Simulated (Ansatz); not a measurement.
H$_{3}$O$_{3}$Zr (SMILES [OH][Zr+]([OH])[OH]), charge +1, singlet, at a GFN2-xTB geometry (such geometries of metal compounds can be far from the true shape) (the multiplicity is a formal guess) (core potentials on Zr). Base run: PBE/def2-SVP run with Ansatz (a quantum-chemistry and plane-wave program).

Geometry (Å):
```xyz
7

Zr     0.0000     0.0000     0.0000
O      1.7309    -0.3003    -0.5062
H      2.6452    -0.4589    -0.7736
O     -0.6236    -0.6858     1.5758
H     -0.9531    -1.0481     2.4082
O     -1.1072     0.9861    -1.0696
H     -1.6921     1.5070    -1.6346
```
Charge +1, spin multiplicity 1.
All else is at Ansatz's defaults.

Each row names what was changed in the base input (with any setting that the change needs).

```
change                                                                 basis functions       E (Eh)
---------------------------------------------------------------------  ---------------  -----------
base                                                                                88   -274.05680
basis = cc-pVTZ-DK; relativity = none                                              209  -3720.58425
basis = cc-pVTZ-DK; relativity = spin-free X2C                                     209  -3825.40736
basis = cc-pVTZ-DK; relativity = spin-free X2C; nucleus = Gaussian                 209  -3825.35904
basis = x2c-SVPall; relativity = spin-free X2C                                     110  -3824.87991
basis = jorge-DZP-DKH; relativity = spin-free X2C; nucleus = Gaussian              108  -3825.12456
basis = x2c-SVPall; relativity = none                                              110  -3733.40929
basis = jorge-DZP-DKH; relativity = spin-free X2C                                  108  -3825.16381
basis = x2c-SVPall; relativity = spin-free X2C; nucleus = Gaussian                 110  -3824.84563
basis = jorge-DZP-DKH; relativity = none                                           108  -3749.82178
```

Absolute energies of different levels of theory aren't comparable as measures of quality.

Ansatz warned in this series: the basis is contracted for relativity, which the run leaves out.

Basis sets contracted for a relativistic Hamiltonian are a mismatch without it, so the rows without relativity aren't non-relativistic limits. No row has spin-orbit coupling; sets with core potentials leave out the core electrons.
